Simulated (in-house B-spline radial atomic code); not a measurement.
A fraction x of an electron is added to 2p in neutral oxygen, starting from [He] 2s2 2p4 and keeping the highest spin. Level of theory: non-relativistic AM05, spin-polarised, spherical fractional occupations, point nucleus; calculated with a B-spline radial code for spherical atoms.

```csv
x,E(x) - E(0) (eV),2p down level (eV)
0,0.0000,-7.068
0.1,-0.6481,-5.899
0.2,-1.1810,-4.766
0.3,?,?
0.4,-1.9171,-2.625
0.5,?,?
0.6,-2.2438,-0.679
```

What belongs in the row x = 0.3?

An energy change of -1.6026 eV; 2p down at -3.673 eV.

What belongs in the row x = 0.5?

An energy change of -2.1291 eV; 2p down at -1.624 eV.

Check Janak's theorem between x = 0.1 and 0.2.

The slope of the energy is -5.33 eV; the orbital levels give -5.33 eV (ε of the filling orbital, averaged over the two points).

Up to what added charge does this functional bind the extra electron?

The highest level rises by about 9.5 eV per electron near x = 0.6 and would reach zero near x = 0.67, so a whole extra electron isn't bound at the basis-set limit.
